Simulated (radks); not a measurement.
The table gives one normalised radial function P(r) = r R(r) of Co17+ in [He] 2s2 2p5.75 3p0.25 (r in bohr). Method: scalar-relativistic Kohn-Sham, BLYP, spin-polarised, spherical densities, finite nucleus; open shells are filled with parallel spins first; Fermi nuclear charge, rms radius 3.7875 fm; computed with a radial shooting solver on a logarithmic mesh with Libxc functionals.

r	P
0.004521	0.3606
0.005056	0.3964
0.005656	0.4350
0.006275	0.4733
0.007019	0.5171
0.007851	0.5635
0.008781	0.6123
0.009822	0.6630
0.01099	0.7151
0.01229	0.7679
0.01363	0.8168
0.01525	0.8681
0.01706	0.9165
0.01908	0.9603
0.02134	0.9972
0.02387	1.0247
0.0267	1.0398
0.02963	1.0399
0.03314	1.0217
0.03706	0.9809
0.04146	0.9137
0.04637	0.8167
0.05186	0.6870
0.05801	0.5226
0.06437	0.3383
0.072	0.1068
0.08053	-0.1555
0.09007	-0.4427
0.1007	-0.7456
0.1127	-1.0523
0.126	-1.3481
0.1399	-1.5988
0.1564	-1.8265
0.175	-1.9948
0.1957	-2.0903
0.2189	-2.1044
0.2448	-2.0356
0.2739	-1.8895
0.3039	-1.6962
0.3399	-1.4445
0.3802	-1.1706
0.4252	-0.8987
0.4756	-0.6504
0.532	-0.4410
0.595	-0.2782
0.6603	-0.1690
0.7385	-0.0907
0.826	-0.0441
0.9239	-0.0192
1.033	-0.0074
1.156	-0.0025
1.293	-0.0007
1.435	-0.0002
1.605	0.0000
1.795	0.0000
2.007	0.0000

Which n and l does it have? It may be an empty orbital.

Answer. n = 2, l = 0: the number of nodes gives n - l - 1 = 1, the rise at small r (about r^(l+1)) gives l, and the extent must fit the shell. The curve is that of 2s up; the table hardly tells the two spins apart. 2s up: eigenvalue -1489.7 eV, 1 radial node at r = 0.0755 bohr, <r> = 0.250 bohr, 90 % of the charge inside 0.386 bohr.
